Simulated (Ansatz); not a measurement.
Cost and result for the atomization energy of BrFHSn (`[F][SnH][Br]`) radical (4 atoms, 3 bonds).

The species carries charge 0 and has multiplicity 2. Correlated methods include outer-core shells of Br, Sn, which these sets cover unevenly. Scalar relativity is left out up to krypton. Sn: def2 effective core potential. The structure was optimised at the PBE0-D4/def2-TZVP level. Program: Ansatz. All runs use 4 threads of an Intel Xeon Platinum 8259CL on a shared host. Times are those of one run each, without the atoms' runs, and a repeat can differ threefold. Electronic energies, without spin–orbit coupling; frozen cores. CCSD(T)/CBS adds CCSD(T) − MP2 in def2-TZVPP to the MP2 limit, and its time is that of the two runs behind it. T1 = 0.015; ⟨S²⟩ of the reference is 0.76. With those shells the extrapolation isn't a true limit.

CCSD(T)/CBS is a level of theory with its own doubt, some kJ/mol a heavy atom from the limit and from the frozen cores, so smaller differences don't rank the functionals.

```
                           level  functions  atomization (kJ/mol)  difference from CCSD(T)/CBS  per bond
ωB97M-V/def2-TZVPP (with forces)        143                 952.6                        -25.4      -8.5
 PBE-D4/def2-TZVPP (with forces)        143                 992.0                         14.0       4.7
                CCSD(T)/def2-SVP         77                 854.9                       -123.1     -41.0
            revPBE-D4/def2-TZVPP        143                 953.9                        -24.1      -8.0
               CCSD(T)/CBS(def2)          –                 978.0                          0.0       0.0
          LDA (SPW92)/def2-TZVPP        143                1149.5                        171.5      57.2
               B97M-V/def2-TZVPP        143                 987.7                          9.7       3.3
              CCSD(T)/def2-TZVPP        143                 926.1                        -51.9     -17.3
         CAM-B3LYP-D4/def2-TZVPP        143                 958.1                        -19.9      -6.6
                  MP2/def2-QZVPP        258                 978.3                          0.3       0.1
             PBE-QIDH/def2-TZVPP        143                 938.5                        -39.5     -13.1
              ωB97X-V/def2-TZVPP        143                 969.9                         -8.1      -2.7
           r2SCANh-D4/def2-TZVPP        143                 964.6                        -13.4      -4.4
```

Task: Order the runs by time, with rough figures. (An estimate is asked.)

Result: Computed: LDA (SPW92)/def2-TZVPP 1 s; revPBE-D4/def2-TZVPP 1.6 s; PBE-D4/def2-TZVPP (with forces) 1.8 s; CAM-B3LYP-D4/def2-TZVPP 3 s; PBE-QIDH/def2-TZVPP 3.5 s; r2SCANh-D4/def2-TZVPP 4.2 s; B97M-V/def2-TZVPP 4.9 s; ωB97X-V/def2-TZVPP 6 s; CCSD(T)/def2-SVP 6 s; ωB97M-V/def2-TZVPP (with forces) 8.5 s; MP2/def2-QZVPP 9 s; CCSD(T)/def2-TZVPP 73 s; CCSD(T)/CBS(def2) 82 s.

From r2SCAN to r2SCAN0 (25 % exact exchange), in def2-TZVPP and without D4, the atomization energy moves by −41.0 kJ/mol: exact exchange takes away binding that semilocal exchange gives to molecules. In def2-TZVPP, CCSD(T) changes the Hartree–Fock value by +285.3 kJ/mol (the triples alone add +24.8 kJ/mol) and MP2 by +305.4 kJ/mol; breaking electron pairs costs correlation energy, which Hartree–Fock lacks. Leaving LDA and LC-ωPBE aside and taking each functional with its dispersion term where it has one, the values, not all of them listed here, spread over 85.0 kJ/mol, from BHLYP-D4 to PBE-D4. LDA lies +166.1 kJ/mol from PBE without D4, its usual overbinding.

Spin–orbit coupling would lower the free Sn atoms strongly, and the atomization energy with them, by more than many differences here. For some Ge, Se and Sn compounds the MP2-based and the directly extrapolated limit differ by 10 to 25 kJ/mol.
